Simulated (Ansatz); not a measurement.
Ansatz (a program for electronic structure) input (wB97X/def2-TZVPD):

Ansatz 0.2 input:
```yaml
crystal:
  periodic: [false, false, false]
  atoms:
    - {symbol: W, position_ang: [-0.00000000, -0.00000000, -0.12789373]}
    - {symbol: C, position_ang: [0.00000000, 0.00000000, 1.57735606]}
basis:
  gaussian:
    orbitals: def2-TZVPD
hamiltonian:
  xc: {name: wB97X}
total_charge: -1
magnetization: {spin_polarized: true, initial_magnetization: 1}
```

End of the output:

```
integrals: 0.03 GiB planned
560 factors; their error is unknown
integrals: 0.06 GiB planned
128 factors; integrals over basis functions are off by at most 8.2e-5 eV
mean field: 0.35 GiB planned
mean field evaluation 1: about -2852.6841 eV, gradient 3.3e1 eV
mean field evaluation 2: about -2833.5783 eV, gradient 7.0e1 eV
mean field evaluation 4: about -2857.8989 eV, gradient 9.8e-1 eV
mean field evaluation 8: about -2857.9215 eV, gradient 3.8e-1 eV
mean field evaluation 16: about -2857.9354 eV, gradient 2.6e-3 eV
mean field evaluation 32: about -2857.1562 eV, gradient 5.4e0 eV
mean field -2857.93544611 eV, -105.0271904663 hartree, gradient 3.1e-5 eV, S^2 0.769260; 5 other end points of the search recorded, 0 dependent functions left out
reference -2857.93541898 eV, -105.0271894693 hartree; 11, 10 occupied and 69, 70 virtual orbitals, 560 factors
Total energy: -2857.93541898 eV, -105.0271894693 hartree
```

This state (charge -1, doublet) is run at the relaxed geometry of the species with charge 0 and multiplicity 3.
